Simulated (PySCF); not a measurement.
Field gradients at the hydrogen positions

C3H11PSi2.
Numbering: `[CH3:1][SiH2:2]/[CH:3]=[CH:4]/[SiH2:5][PH2:6]` (hydrogens: H7, H8, H9 on C1; H10, H11 on Si2; H12 on C3; H13 on C4; H14, H15 on Si5; H16, H17 on P6)

Geometry (PBE0-D3(BJ)/def2-SVP, Å), atoms numbered from 1 in this order:
```xyz
17
C3H11PSi2 angstrom
C     -2.7014   -1.2423   -0.0449
Si    -1.8995    0.4237    0.2932
C     -0.0405    0.2554    0.4864
C      0.8607    0.8857   -0.2883
Si     2.7192    0.7230   -0.0999
P      3.1492   -0.9433    1.3785
H     -2.3031   -1.6875   -0.9693
H     -2.5106   -1.9432    0.7827
H     -3.7916   -1.1359   -0.1548
H     -2.4783    1.0023    1.5483
H     -2.1589    1.3746   -0.8335
H      0.3326   -0.4029    1.2877
H      0.4910    1.5464   -1.0872
H      3.3474    0.4919   -1.4390
H      3.3080    1.9825    0.4557
H      4.5640   -0.8225    1.2209
H      3.0331   -1.9741    0.3959
```

Level: PBE0/pcSseg-1 (PySCF, non-relativistic); Q(2H) = 0.00286 b; rigid geometry, the same for H and D, with no vibrational averaging.

Question: Rank these positions by the coupling χzz of a deuteron there, largest first.
A. H9 (methyl hydrogen)
B. H12 (vinylic hydrogen)
C. H15 (Si–H hydrogen)
D. H16 (P–H hydrogen)

Answer: A (200 kHz), B (194 kHz), D (115 kHz), C (93 kHz).

Q: Tabulate Vzz, the asymmetry η and χzz = 234.96 MHz × Q × Vzz for every hydrogen position.

A: 
```json
{"atom": "H7", "bonded to": "C1", "bond length (Å)": "1.101", "Vzz (au)": "0.2980", "η": "0.01", "χzz (kHz)": "200"}
{"atom": "H8", "bonded to": "C1", "bond length (Å)": "1.101", "Vzz (au)": "0.2976", "η": "0.01", "χzz (kHz)": "200"}
{"atom": "H9", "bonded to": "C1", "bond length (Å)": "1.101", "Vzz (au)": "0.2982", "η": "0.01", "χzz (kHz)": "200"}
{"atom": "H10", "bonded to": "Si2", "bond length (Å)": "1.498", "Vzz (au)": "0.1380", "η": "0.01", "χzz (kHz)": "93"}
{"atom": "H11", "bonded to": "Si2", "bond length (Å)": "1.497", "Vzz (au)": "0.1384", "η": "0.02", "χzz (kHz)": "93"}
{"atom": "H12", "bonded to": "C3", "bond length (Å)": "1.102", "Vzz (au)": "0.2880", "η": "0.05", "χzz (kHz)": "194"}
{"atom": "H13", "bonded to": "C4", "bond length (Å)": "1.101", "Vzz (au)": "0.2930", "η": "0.04", "χzz (kHz)": "197"}
{"atom": "H14", "bonded to": "Si5", "bond length (Å)": "1.497", "Vzz (au)": "0.1386", "η": "0.02", "χzz (kHz)": "93"}
{"atom": "H15", "bonded to": "Si5", "bond length (Å)": "1.497", "Vzz (au)": "0.1387", "η": "0.02", "χzz (kHz)": "93"}
{"atom": "H16", "bonded to": "P6", "bond length (Å)": "1.429", "Vzz (au)": "0.1712", "η": "0.08", "χzz (kHz)": "115"}
{"atom": "H17", "bonded to": "P6", "bond length (Å)": "1.429", "Vzz (au)": "0.1706", "η": "0.08", "χzz (kHz)": "115"}
```

Q: Average by the element that carries the hydrogen.

A: on C: 198 kHz over 5 positions, mean bond length 1.101 Å; on Si: 93 kHz over 4 positions, mean bond length 1.497 Å; on P: 115 kHz over 2 positions, mean bond length 1.429 Å.

Q: A static deuteron (I = 1) shows a doublet split by (3/2)χ, (3/4)χ(1 + η) and (3/4)χ(1 − η) with the field along z, y and x of the gradient. What are these for H13?

A: With |χ| = 196.9 kHz and η = 0.045: 295, 154 and 141 kHz, to first order and without motion.

Isolated species at its PBE0-D3(BJ)/def2-SVP geometry (one conformer only). A larger basis could move these couplings by a tenth or more.
